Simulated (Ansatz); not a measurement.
Compare A (`CN(C)[Si]Cl`) with its isomer B (`C=N[SiH](C)Cl`).

Computed with Ansatz on PBE0-D4/def2-TZVP structures; ΔE is electronic, products minus reactants. CCSD(T)/CBS adds triple-zeta CCSD(T) − MP2 to the extrapolated MP2 energy (def2 sets, frozen cores). DFT in def2-TZVPP. B3LYP here is the variant with VWN-RPA as its local correlation; programs differ in this. Each species was taken in one conformer, which may not be the lowest.

(1) Which isomer does CCSD(T)/CBS put lower? Give the gap. (Best estimate.)

(2) Give E(B) − E(A) in kcal/mol with ωB97M-V, r2SCAN-D4, B2PLYP, PBE-D4, PBE0-D4, MP2/def2-TZVPP, B3LYP. (Estimate.)

Largest T1 diagnostic: 0.013.

Answers

(1) Ansatz gave: B, by 14.5 kcal/mol.

(2) Computed: ωB97M-V -12.9, r2SCAN-D4 -15.6, B2PLYP -14.7, PBE-D4 -10.4, PBE0-D4 -12.0, MP2/def2-TZVPP -14.8, B3LYP -14.1. None reverses the order clearly.

In def2-TZVPP, CCSD(T) changes the Hartree–Fock value by +7.7 kcal/mol (the triples alone add +0.6 kcal/mol) and MP2 by +6.9 kcal/mol. From PBE to PBE0 (25 % exact exchange), in def2-TZVPP and without D4, E(B) − E(A) moves by −1.5 kcal/mol.
